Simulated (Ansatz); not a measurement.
## Abstraction of Br: SiH2(SiH3)Br + CBrCl2 → SiH3(SiH2) + CBr2Cl2

Species: SiH2(SiH3)Br, singlet; CBrCl2 `Cl[C](Cl)Br`, doublet; SiH3(SiH2), doublet; CBr2Cl2 (dibromodichloromethane) `ClC(Cl)(Br)Br`, singlet. A radical takes Br: the energy is the difference in strength between the Si–Br bond broken and the C–Br bond made.

Shapes, held fixed at every level: PBE0-D4/def2-TZVP. Programs: Ansatz 0.2.0. The zero-point and thermal change to 298 K, harmonic and unscaled (PBE0-D4/def2-TZVP), is -3.6 kJ/mol.

```
             level                    kind  ΔH(298 K) (kJ/mol)  less CCSD(T)/def2-TZVPP
       HF/def2-SVP            Hartree–Fock              +193.8                    +44.8
     HF/def2-TZVPP            Hartree–Fock              +200.5                    +51.5
  SPW92/def2-TZVPP                     LDA              +142.6                     -6.4
wB97M-V/def2-TZVPP  range-separated hybrid              +158.0                     +9.0
  CCSD(T)/def2-SVP   coupled cluster or CI              +144.8                     -4.2
   CCSD/def2-TZVPP   coupled cluster or CI              +156.9                     +7.9
CCSD(T)/def2-TZVPP   coupled cluster or CI              +149.0                      0.0
```

The highest level, CCSD(T)/def2-TZVPP, gives ΔH(298 K) = +149.0 kJ/mol; the levels span +142.6 to +200.5. The column of differences is taken from that level and isn't an error. No measured value is set beside it here. Open shells run unrestricted unless RO is named. Relativity is left out for Br unless named. Correlated rows may include outer-core shells of Br, which these sets cover unevenly.
